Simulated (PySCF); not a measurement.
Electron correlation in P²⁺ (phosphorus, charge +2)

[Ne] 3s2 3p1, 2P determinant. Calculation: PySCF 2.14, in cc-pVDZ-DK (4s3p1d, 18 functions); the spin-free X2C one-electron Hamiltonian (Gaussian nucleus). Frozen: [Ne]; 3 electrons correlated.

MP2 pair energies summed by pair of shells (mhartree):

| pair | energy | share (%) |
| --- | --- | --- |
| 3s-3s | -22.21 | 58.1 |
| 3s-3p | -16.02 | 41.9 |

Total MP2 correlation energy: -38.23 mhartree.

Same-spin part -2.31 and opposite-spin part -35.92 mhartree; SCS-MP2 scales them by 1/3 and 6/5 to -43.87 mhartree.

| level | correlation energy (mhartree) |
| --- | --- |
| CCSD | -57.83 |
| (T) | -0.59 |
| CCSD(T) | -58.42 |

Diagnostics: T1 = 0.0098, D1 = 0.0233, largest double amplitude 0.110.

Cost of the coupled-cluster step: 0.08 s of wall time on 1 thread of Neoverse-V1 (shared host), for 3 correlated electrons.

Iterations:

```
CC2 = 0
CCSD nocc = (np.int64(2), np.int64(1)), nmo = (13, 13)
frozen orbitals [[0, 1, 2, 3, 4], [0, 1, 2, 3, 4]]
max_cycle = 100
direct = 0
conv_tol = 1e-08
conv_tol_normt = 1e-06
diis_space = 8
diis_start_cycle = 0
Init t2, MP2 energy = -0.0382293779656047
Init E_corr(UCCSD) = -0.0382293779714705
cycle = 1  E_corr(UCCSD) = -0.0506196050927433  dE = -0.0123902271  norm(t1,t2) = 0.0525118
cycle = 2  E_corr(UCCSD) = -0.0549442443410623  dE = -0.00432463925  norm(t1,t2) = 0.021596
cycle = 3  E_corr(UCCSD) = -0.0578398270769542  dE = -0.00289558274  norm(t1,t2) = 0.00960095
cycle = 4  E_corr(UCCSD) = -0.0578190042130637  dE = 2.08228639e-05  norm(t1,t2) = 0.00109468
cycle = 5  E_corr(UCCSD) = -0.0578376991816544  dE = -1.86949686e-05  norm(t1,t2) = 0.000115072
cycle = 6  E_corr(UCCSD) = -0.057831733825923  dE = 5.96535573e-06  norm(t1,t2) = 2.00252e-05
cycle = 7  E_corr(UCCSD) = -0.057834242669656  dE = -2.50884373e-06  norm(t1,t2) = 6.28348e-06
cycle = 8  E_corr(UCCSD) = -0.0578336867488732  dE = 5.55920783e-07  norm(t1,t2) = 1.63381e-06
cycle = 9  E_corr(UCCSD) = -0.057833690274585  dE = -3.52571181e-09  norm(t1,t2) = 1.08419e-07
UCCSD converged
E(UCCSD) = -340.5122036301517  E_corr = -0.05783369027458504
UCCSD(T) correction = -0.000589942406068417
```
